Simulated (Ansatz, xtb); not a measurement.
Pulling on the As1–H2 bond in AsH3 (SMILES [AsH3]) (multiplicity 1 held, fragments rigid). Energies count from the point at 1.525 Å.
Geometry at that point (charge 0, multiplicity 1):
```
atom    x (Å)    y (Å)    z (Å)
----  -------  -------  -------
As     0.0004   0.0004   0.0708
H     -0.2814   1.2323  -0.7831
H     -0.9371  -0.8619  -0.7681
H      1.2044  -0.3827  -0.7836
```

R- and RO- levels are restricted; in cc, def2 and unpolarised 6-31G sets they are followed outwards from rest. Levels need not reach the same state.

Correlated levels freeze the cores. Filled d and f shells under p-block atoms count as core.

Programs: Ansatz (Gaussian basis) for Hartree–Fock, density functionals and correlated methods; xtb for the GFN methods. Values without a source in brackets are computed. The GFN methods have no spin term and hold the electronic entropy of 300 K.

Q: One of these levels gives 3.087 eV for the energy at R = 4.881 Å. Which one is it?
A) R-SCS-MP2/6-31G
B) R-HF/6-31G
C) GFN2-xTB
D) R-MP2/6-31G

A: A, R-SCS-MP2/6-31G. The others give 4.003 (GFN2-xTB), 6.983 (R-HF/6-31G), 3.683 (R-MP2/6-31G)

Doubts at one or more of the structures used: a restricted determinant that unrestricted orbitals would lower (R-HF/6-31G, R-MP2/6-31G, R-SCS-MP2/6-31G).

Ansatz is an electronic-structure program.
